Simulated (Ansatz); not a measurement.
Scan of H3Si (cation, charge +1), singlet: umbrella (inversion) coordinate, bond length relaxed. Scanned: angle between the Si-H bonds and the threefold axis (90 = planar). Other coordinates (Si-H bond length) were minimised at B3LYP/def2-TZVP.

The free coordinates were minimised at B3LYP/def2-TZVP in PySCF; the energy column is full CI/def2-SVP, frozen core in Ansatz (a first-principles code), in kJ/mol.

```
a / °   Si-H bond length / Å      E
------  --------------------  -----
90                     1.468    0.0
93.23                  1.468    2.4
96.64                  1.469   10.2
99.30                  1.470   20.0
101.44                 1.471   30.3
104.51                 1.473   48.9
108.65                 1.477   80.9
110.73                 1.479  100.1
113.56                 1.483  129.6
117.43                 1.489  176.5
119.70                 1.493  207.7
122.38                 1.498  248.0
126.51                 1.508  318.1
128.66                 1.513  358.5
132                    1.522  426.7
```
